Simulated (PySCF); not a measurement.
## Correlation energy of Ne(2+) (neon, charge +2)

[He] 2s2 2p4, high-spin 3P determinant. Computed with PySCF 2.14 in x2c-TZVPall (5s3p2d1f, 31 functions), with scalar relativity by spin-free X2C-1e. Frozen: 1s2; 6 electrons correlated.

MP2 pair energies summed by pair of shells (mhartree):

| pair | energy | share (%) |
| --- | --- | --- |
| 2p-2p | -66.19 | 47.1 |
| 2s-2p | -64.73 | 46.1 |
| 2s-2s | -9.49 | 6.8 |

Total MP2 correlation energy: -140.41 mhartree.

Same-spin part -33.57 and opposite-spin part -106.84 mhartree; SCS-MP2 scales them by 1/3 and 6/5 to -139.40 mhartree.

| level | correlation energy (mhartree) |
| --- | --- |
| CCSD | -155.09 |
| (T) | -1.39 |
| CCSD(T) | -156.48 |

Diagnostics: T1 = 0.0028, D1 = 0.0059, largest double amplitude 0.026.

Q: Is a single reference adequate?

A: Yes: T1 lies below 0.03 and no double amplitude reaches 0.07.
